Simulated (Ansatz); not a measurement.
H$_{7}$NSiSn, SMILES `[SiH3][NH][SnH3]`, 10 atoms. The species carries charge 0 and has multiplicity 1. Correlated methods include outer-core shells of Sn, which these sets cover unevenly. Sn takes the def2 core potential. All runs use 2 threads of an Arm Neoverse V1 on a shared host. Correlated methods freeze the cores.

Question: How many basis functions does each run have, and how long does it take in Ansatz? direct RPA on PBE orbitals/def2-TZVPP energy; RKS r2SCAN-D4/def2-TZVPP energy and forces; RHF-CCSD(T)/def2-SVP energy; RKS ωB97M-V/def2-QZVPP energy; RKS PBE0-D4/def2-TZVP frequencies; RKS PBE0-D4/def2-SVP energy; RHF-MP2/def2-QZVPP energy; RKS r2SCANh-D4/def2-TZVPP energy; RKS PBE0-D4/def2-QZVPP energy; RKS PBE0-D4/def2-TZVPP energy; RKS revPBE-D4/def2-TZVPP energy; RHF-CCSD(T)/def2-TZVPP energy. (An estimate is asked.)

Answer: Ansatz gave: Other jobs shared the machine, so times are rough.

| level | job | functions | wall time | peak host memory (GiB) |
| --- | --- | --- | --- | --- |
| RKS PBE0-D4/def2-SVP | energy | 93 | 1.9 s | 0.44 |
| RKS revPBE-D4/def2-TZVPP | energy | 221 | 3.2 s | 0.26 |
| RKS PBE0-D4/def2-TZVPP | energy | 221 | 4.9 s | 0.49 |
| RHF-CCSD(T)/def2-SVP | energy | 93 | 6.5 s | 0.44 |
| RKS r2SCAN-D4/def2-TZVPP | energy and forces | 221 | 8 s | 0.28 |
| RKS r2SCANh-D4/def2-TZVPP | energy | 221 | 8.5 s | 0.5 |
| direct RPA on PBE orbitals/def2-TZVPP | energy | 221 | 9 s | 0.52 |
| RKS PBE0-D4/def2-QZVPP | energy | 419 | 14 s | 1.2 |
| RHF-MP2/def2-QZVPP | energy | 419 | 29 s | 2 |
| RKS ωB97M-V/def2-QZVPP | energy | 419 | 33 s | 1.5 |
| RKS PBE0-D4/def2-TZVP | frequencies | 160 | 3.2 min | 0.44 |
| RHF-CCSD(T)/def2-TZVPP | energy | 221 | 3.2 min | 3.6 |
